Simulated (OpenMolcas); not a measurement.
Cu6+, Ag6+, Au6+: d5 down the group

```
Program             : OpenMolcas
Method              : MS-CASPT2, IPEA 0.25 Eh, imaginary shift 0.1 Eh
Basis               : ANO-R2
Scalar Hamiltonian  : X2C, finite nucleus
Spin-orbit coupling : RASSI with atomic mean-field integrals over the reference wave functions, term energies averaged over their components
```

Active space for each ion: 5 electrons in 5 orbitals (d); closed shells correlated by CASPT2: Cu6+ 3s 3p; Ag6+ 4s 4p; Au6+ 5s 5p.

Computed levels in cm-1 above 6S 5/2:

| Level | Cu6+ | Ag6+ | Au6+ |
| --- | --- | --- | --- |
| 4G 7/2 | 48330 | 31970 | 27840 |
| 4G 11/2 | 48370 | 32240 | 29940 |
| 4G 9/2 | 48400 | 32430 | 31530 |
| 4P 1/2 | 53640 | 36330 | 33580 |
| 4D 7/2 | 57720 | 38090 | 38330 |
| 4D 1/2 | 58080 | 40200 | 44800 |
| 2I 11/2 | 70600 | 46720 | 45090 |
| 2I 13/2 | 70900 | 48120 | 50050 |
| 2F 7/2(1) | 77980 | 55570 | 64860 |
| weight of 6S in the lowest level (%) | 100 | 98 | 77 |

Mixed levels, with the weight of the term that names them: Ag6+ 4P 1/2 (65 %), Ag6+ 4D 1/2 (66 %), Ag6+ 2F 7/2(1) (55 %), Au6+ 4G 7/2 (56 %), Au6+ 4G 11/2 (72 %), Au6+ 4P 1/2 (59 %), Au6+ 4D 7/2 (54 %), Au6+ 4D 1/2 (67 %), Au6+ 2I 11/2 (69 %), Au6+ 2F 7/2(1) (57 %).

Measured, with the error of the calculation in %. Measured levels: Cu6+, Ag6+ from the list in Gamrath, thesis, University of Mons (2023).

```json
{"Level": "4G 7/2", "Cu6+": "", "Ag6+": "30378 (+5.3)"}
{"Level": "4G 11/2", "Cu6+": "", "Ag6+": "30662 (+5.1)"}
{"Level": "4G 9/2", "Cu6+": "", "Ag6+": "30907 (+4.9)"}
{"Level": "4P 1/2", "Cu6+": "51407 (+4.3)", "Ag6+": "34605 (+5.0)"}
{"Level": "4D 7/2", "Cu6+": "55742 (+3.5)", "Ag6+": "36485 (+4.4)"}
{"Level": "4D 1/2", "Cu6+": "56210 (+3.3)", "Ag6+": "38685 (+3.9)"}
{"Level": "2I 11/2", "Cu6+": "67757 (+4.2)", "Ag6+": "44011 (+6.1)"}
{"Level": "2I 13/2", "Cu6+": "67918 (+4.4)", "Ag6+": "45546 (+5.7)"}
{"Level": "2F 7/2(1)", "Cu6+": "74408 (+4.8)", "Ag6+": "53353 (+4.2)"}
```

Without spin-orbit coupling 4G lies 48350, 32140, 28890 cm-1 above 6S in that order; the difference to the level 4G 7/2, of either sign, comes from spin-orbit coupling, which also lowers the zero.

CASPT2 breaks the degeneracy within a term, and the mean is taken; among the terms shown or strongly mixed into the levels shown the widest spread is 1100 cm-1 (4d5 4F, Ag6+). Blocks of more than 70 roots (2S+1 = 2 even) ran without multistate coupling. Computed and measured levels are paired by configuration, term and J; levels that our copy of the source lacks, or whose pairing is in doubt (as where it misses far off the trend of its configuration), stay unpaired and out of the deviations. Only configurations of the active space appear.

A number in round brackets counts repeated terms of one configuration in the order of the reference energies.
